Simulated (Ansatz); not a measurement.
H3B2N, SMILES `B=BN` (charge 0, multiplicity 1).

Cartesian coordinates (Å):
```xyz
6

B      1.6722     0.1032     0.8705
B      0.1698     0.0107     0.8766
N     -1.1894    -0.0734     0.8820
H      2.8410     0.1754     0.8657
H     -1.7681     0.1858     0.0951
H     -1.7254    -0.4017     1.6734
```
Charge 0, multiplicity 1.

Frozen-core energies in cc-pVTZ from Ansatz (a program for electronic structure) at a geometry from B3LYP-D3(BJ)/def2-TZVP; the HF reference has <S^2> = 0.00 (restricted, and unstable towards unrestricted orbitals) and the T1 diagnostic is 0.017.

```csv
level,energy (Ha),difference from CCSDT(Q) (mHa)
HF,-105.51211,438.95
MP2,-105.89999,51.06
CCSD,-105.93094,20.12
CCSD(T),-105.94887,2.19
CCSDT,-105.94996,1.10
CCSDT(Q),-105.95106,0.00
```
